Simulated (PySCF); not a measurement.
From one molecule to another.

First species: C4H6N2O2Si.
SMILES with atom numbers: `[O:1]=[CH:2][O:3][c:4]1[cH:5][n:6][cH:7][n:8]1[SiH3:9]` (hydrogens: H10 on C2; H11 on C5; H12 on C7; H13, H14, H15 on Si9)

Cartesian coordinates in Å at the GFN2-xTB level; atoms count from 1:
```xyz
15
C4H6N2O2Si angstrom
O      0.7459   -2.1734    0.1667
C      1.7582   -1.5189    0.2020
O      1.8816   -0.2232    0.1081
C      0.8270    0.6312   -0.0994
C      0.9665    1.9601   -0.4087
N     -0.2653    2.5073   -0.5475
C     -1.1029    1.5374   -0.3256
N     -0.5105    0.3470   -0.0423
Si    -1.4328   -1.1395    0.3048
H      2.7552   -1.9693    0.3270
H      1.8636    2.5300   -0.5335
H     -2.1667    1.6427   -0.3554
H     -1.0938   -1.6029    1.6422
H     -1.4542   -1.9763   -0.8833
H     -2.7763   -0.5443    0.4230
```

Second species: C5H10FNSi3.
SMILES with atom numbers: `[CH:1]#[C:2][Si@@:3]([F:4])([C:5]#[C:6][CH3:7])[N:8]([SiH3:9])[SiH3:10]` (hydrogens: H11 on C1; H12, H13, H14 on C7; H15, H16, H17 on Si9; H18, H19, H20 on Si10)

Levels: PBE0/pcSseg-1 for dipole moment, HOMO energy, LUMO energy and HOMO–LUMO gap; GFN2-xTB for rotational constant A and rotational constant C. Geometries: GFN2-xTB. Each species is one conformer at its optimised geometry, gas phase, non-relativistic unless stated. Electronic properties by PySCF.

The conformers computed, where there is a choice (atom-mapped SMILES and torsion angles):
- `[O:1]=[CH:2][O:3][c:4]1[cH:5][n:6][cH:7][n:8]1[SiH3:9]`: O1–C2–O3–C4 -2°, C2–O3–C4–C5 -169°
- `[CH:1]#[C:2][Si@@:3]([F:4])([C:5]#[C:6][CH3:7])[N:8]([SiH3:9])[SiH3:10]`: C2–Si3–N8–Si9 142°

(1) Which has the higher LUMO energy?

(2) Which has the higher HOMO–LUMO gap?

(3) Which has the higher HOMO energy?

(4) Which of the two has the higher dipole moment, and by how much?

(5) Which has the higher rotational constant A?

(6) Which of the two has the higher rotational constant C, and by how much?

Results:

(1) The second: -0.81 eV against -1.13 eV, a difference of 0.32 eV.

(2) The second: 6.82 eV against 5.65 eV, a difference of 1.17 eV.

(3) The first: -6.78 eV against -7.63 eV, a difference of 0.85 eV.

(4) The first: 2.98 D against 2.61 D, a difference of 0.37 D.

(5) The first: 2.245 GHz against 0.827 GHz, a difference of 1.418 GHz.

(6) The first: 0.897 GHz against 0.515 GHz, a difference of 0.382 GHz.

On the first: In atomic units the dipole is 1.17 e·bohr (1 au = 2.5417 D). A dipole of 2.98 D is allowed in C1, and pure rotational transitions are dipole-allowed.

On the second: A dipole of 2.61 D is allowed in C1, and pure rotational transitions are dipole-allowed. The dipole equals about 8.7 × 10⁻³⁰ C·m (1 D = 3.33564 × 10⁻³⁰ C·m).
